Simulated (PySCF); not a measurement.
Species: C2H8OS3Si2.
Atom-mapped SMILES: `[SiH3:1][O:2][Si:3]1([SH:4])[S:5][CH2:6][CH2:7][S:8]1`

NICS is the negative of the GIAO shielding at a point without a nucleus: at the ring centre (0) and 1 Å above and below it (1); zz is the component along the ring normal. Level: GIAO PBE0/pcSseg-1 (PySCF, non-relativistic, gas phase) on the GFN2-xTB geometry, one conformer.

Ring bond lengths (Å), with Mayer bond orders in brackets: Si3–S5 2.144 (0.96), S5–C6 1.822 (1.00), C6–C7 1.511 (1.00), C7–S8 1.825 (1.00), S8–Si3 2.147 (0.94).

Give the NICS values of each ring in ppm.

| ring | type | NICS(0) | NICS(1), two faces | NICS(1)zz, two faces | rms pucker (Å) | centre to ring atoms, mean (Å) |
| --- | --- | --- | --- | --- | --- | --- |
| Si3–S5–C6–C7–S8 | 5-membered ring with 2 S and Si; formal bonds all single | -9.0 | -5.5 / -4.8 | -2.3 / -1.7 | 0.24 | 1.56 |

What can be read from them?

- Si3–S5–C6–C7–S8: mean NICS(1)zz -2.0 ppm, near zero. Si3, C6, C7 have four or more neighbours; no verdict on aromaticity is drawn.

At the first NICS(1) probe listed for ring Si3–S5–C6–C7–S8, 1 Å off the ring, how large is the induced field along the normal in 7.05 T applied along it?

NICSzz × B0 = -2.3 ppm × 7.05 T = -16 μT, against the applied field.

Give the inner angles of the rings and the Hirshfeld charges of the ring atoms.

- Si3–S5–C6–C7–S8: Si3 101.5° (+0.340 e), S5 93.5° (-0.094 e), C6 110.9° (-0.071 e), C7 111.4° (-0.072 e), S8 94.7° (-0.097 e); sum 511.9° against 540° for a flat convex ring.

How shielded are the nuclei of the rings and their hydrogens (means over atoms taken as equivalent)?

| atoms | environment | σ isotropic (ppm) |
| --- | --- | --- |
| Si3 | oxygen-bound silicon | 315.1 |
| S5 (×2) | sulfur bonded to C and Si | 557.8 |
| C6 (×2) | sp3 carbon bound to sulfur | 145.0 |
| H on C6 (×2) | methylene hydrogen | 28.88 |
| H on C6 (×2) | methylene hydrogen | 28.76 |
